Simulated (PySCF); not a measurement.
A calculated (MN15, PySCF 2.14, 6-31G*, the non-relativistic Hamiltonian (point nucleus)) atom or ion has these occupied shells.

```json
{"shell": "1s β", "electrons": "1", "orbital energy (eV)": "-4859.9", "rms radius, mean of both spins (bohr)": "0.0814"}
{"shell": "1s α", "electrons": "1", "orbital energy (eV)": "-4859.9", "rms radius, mean of both spins (bohr)": "0.0814"}
{"shell": "2s α", "electrons": "1", "orbital energy (eV)": "-564.20", "rms radius, mean of both spins (bohr)": "0.357"}
{"shell": "2s β", "electrons": "1", "orbital energy (eV)": "-564.01", "rms radius, mean of both spins (bohr)": "0.357"}
{"shell": "2p α", "electrons": "3", "orbital energy (eV)": "-486.18", "rms radius, mean of both spins (bohr)": "0.322"}
{"shell": "2p β", "electrons": "3", "orbital energy (eV)": "-485.95", "rms radius, mean of both spins (bohr)": "0.322"}
{"shell": "3s α", "electrons": "1", "orbital energy (eV)": "-99.268", "rms radius, mean of both spins (bohr)": "1.08"}
{"shell": "3s β", "electrons": "1", "orbital energy (eV)": "-98.574", "rms radius, mean of both spins (bohr)": "1.08"}
{"shell": "3p α", "electrons": "3", "orbital energy (eV)": "-76.360", "rms radius, mean of both spins (bohr)": "1.17"}
{"shell": "3p β", "electrons": "3", "orbital energy (eV)": "-75.412", "rms radius, mean of both spins (bohr)": "1.17"}
{"shell": "3d α", "electrons": "1", "orbital energy (eV)": "-39.237", "rms radius, mean of both spins (bohr)": "1.39"}
```

**Question.** Name the element and its charge.

**Answer.** Ti³⁺ (titanium, charge +3), in [Ar] 3d1, 2D determinant.
